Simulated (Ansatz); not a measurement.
Isolated molecules relaxed with PBE0-D4/def2-TZVP in Ansatz; ΔE leaves out vibrations. CBS: MP2 limit from def2 TZ/QZ plus the TZ coupled-cluster correction, frozen cores. This one scheme is used for every species. Functionals use def2-TZVPP. B3LYP here is the variant with VWN-RPA as its local correlation; programs differ in this. One conformer a species, not always the lowest.

`[OH][AlH2]` + `CO[Si](C)(O)F` → `C[Si](O)(F)[AlH][OH]` + CH₃OH  (formal exchange of groups at the Al–H bond)

```
         level  ΔE (eV)
         B3LYP     1.40
MP2/def2-QZVPP     1.53
```

Problem. What does CCSD(T)/CBS give? (Best estimate.)

Solution. The calculation gave: +1.44 eV. The listed levels differ from it by -0.04, 0.09 eV.

Largest T1 diagnostic among the species: 0.013.

In def2-TZVPP, CCSD(T) changes the Hartree–Fock value by −0.21 eV (the triples alone add −0.03 eV) and MP2 by −0.14 eV. From PBE to PBE0 (25 % exact exchange), in def2-TZVPP and without D4, ΔE moves by +0.11 eV.
